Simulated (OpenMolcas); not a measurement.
## Nb3+: moving or changing the point charges

Nb3+ among 6 point charges of -1.7 e arranged as a tetragonal octahedron (D4h), 2.26 Å from the ion, with the axial distance 2.667 Å.
```
   2.2600    0.0000    0.0000  -1.70
   0.0000    2.2600    0.0000  -1.70
  -2.2600    0.0000    0.0000  -1.70
   0.0000   -2.2600    0.0000  -1.70
   0.0000    0.0000    2.6668  -1.70
   0.0000    0.0000   -2.6668  -1.70
```

```
Program             : OpenMolcas
Method              : SS-CASPT2, IPEA 0.25 Eh, imaginary shift 0.1 Eh (closed shells correlated: 4s 4p)
Basis               : ANO-RCC-VDZP [6s5p3d1f]
Scalar Hamiltonian  : DKH2, point nucleus
Active space        : 2 electrons in 5 orbitals (4d)
State averaging     : 2S+1 = 3 even, 10 roots; 2S+1 = 1 even, 15 roots
Spin-orbit coupling : state interaction with AMFI integrals over the reference wave functions
```

Runs around this geometry, states (labels of D4, the rotations of D4h). Energies in cm-1 above the lowest state or level, χT in cm3 K/mol.

```tsv
R (Å)	q (e)	Axial / equatorial distance	Ground state	First state of that spin	First gap with spin-orbit (degeneracies)	χT at 300 K	First state of another spin
2.26	-1.7	1.09	3A2	3E 1630	160 (1, 2)	0.509	1B2 7960
2.26	-1.36	1.18	3A2	3E 1670	210 (1, 2)	0.420	1B2 7940
2.26	-1.7	1.18	3A2	3E 2500	160 (1, 2)	0.539	1B2 7830
2.38	-1.7	1.18	3A2	3E 1970	200 (1, 2)	0.445	1B2 7860
```

Taking the first state of the same spin as R^-n, n = -ln(1970 / 2500) / ln(2.38 / 2.26) = 4.6 between the shortest and longest distance.

Scaling the charges by -1.36 / -1.7 = 0.80 scales the first state of the same spin by 1670 / 2500 = 0.67; with fixed orbitals a first-order splitting would follow the charge.

Roots that are degenerate in the reference are averaged as groups; the widest CASPT2 spread within a group is 22 cm-1 (the 2-fold group of multiplicity 1 near 10800 cm-1 above the lowest state of its run, R = 2.26, q = -1.7, ratio = 1.09). Shifts and gaps below about the spread of the groups concerned are not significant. Free-ion shares, where given, are those of the reference states; single-state CASPT2 does not remix them. Point charges carry no covalency, so the field is a model and not that of real ligands. No measured value stands beside these numbers.
